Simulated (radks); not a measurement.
The numbers below are computed, except where a source is named.
Task: Spherical quantum dot in the effective-mass picture: electrons in a well V = -V0 / (1 + exp((r - R)/a)) with V0 = 2.44, R = 12.6, a = 1.4, with a point charge +1 (a donor) at the centre, all in effective atomic units (hartree* = m*/eps^2 hartree, bohr* = eps/m* bohr), one dielectric constant everywhere. Level of theory: non-relativistic Kohn-Sham, PBE, spin-polarised, spherical densities (a radial shooting solver with Libxc functionals). Levels are named by radial order and angular momentum (1s, 1p, 1d, 2s, ...), and open shells are averaged over m. Results are scaled to m* = 0.2 and eps = 13.5, for which hartree* = 29.86 meV and bohr* = 3.572 nm. At N = 8 the configuration is 1s2 1p(up 3, down 2) 2s(up 1, down 0). Does electron 9 go into 2s down or 1d up or 1p down?

Result: Into 1p down. The total energies of the other choices lie higher by 1.00 meV (1d up), 1.36 meV (2s down).
